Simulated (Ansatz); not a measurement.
`[NH2][Al]([SH])[SH]` and `[NH2][Al]([SH])[O][SiH3]` differ in one atom or group.

Ansatz, PBE0-D4/def2-TZVP geometries, multiplicity 1. Each molecule was computed in one conformer, which needn't be the lowest.

```json
{"property": "ideal-gas entropy at 298 K and 1 bar (rigid rotor, harmonic PBE0-D4/def2-TZVP) / J/(mol·K)", "`[NH2][Al]([SH])[SH]`": "365"}
{"property": "LUMO energy (B3LYP/def2-TZVPP) / eV", "`[NH2][Al]([SH])[SH]`": "-0.54"}
{"property": "LUMO energy (PBE/def2-TZVPP) / eV", "`[NH2][Al]([SH])[SH]`": "-1.06"}
{"property": "zero-point energy (PBE0-D4/def2-TZVP) / kJ/mol", "`[NH2][Al]([SH])[SH]`": "116.7"}
{"property": "size of the dipole moment (B3LYP/def2-TZVPP) / D", "`[NH2][Al]([SH])[SH]`": "2.00"}
{"property": "LUMO energy (PBE0/def2-TZVPP) / eV", "`[NH2][Al]([SH])[SH]`": "-0.26"}
```

**Question.** Give the same properties after the change, and the shifts. (An estimate is asked.)

**Answer.** Computed: 
| property | `[NH2][Al]([SH])[O][SiH3]` | shift |
| --- | --- | --- |
| ideal-gas entropy at 298 K and 1 bar (rigid rotor, harmonic PBE0-D4/def2-TZVP) / J/(mol·K) | 414 | 49 |
| LUMO energy (B3LYP/def2-TZVPP) / eV | -0.70 | -0.16 |
| LUMO energy (PBE/def2-TZVPP) / eV | -1.27 | -0.21 |
| zero-point energy (PBE0-D4/def2-TZVP) / kJ/mol | 171.1 | 54.4 |
| size of the dipole moment (B3LYP/def2-TZVPP) / D | 1.25 | -0.75 |
| LUMO energy (PBE0/def2-TZVPP) / eV | -0.44 | -0.18 |

The zero-point energy changes by 54.4 kJ/mol with +9 modes. Dipoles are sizes alone; their direction can turn. Modes under 60 cm⁻¹, often nearly free rotors, make the harmonic entropy too high.

B3LYP here is the variant with VWN-RPA as its local correlation; programs differ in this.
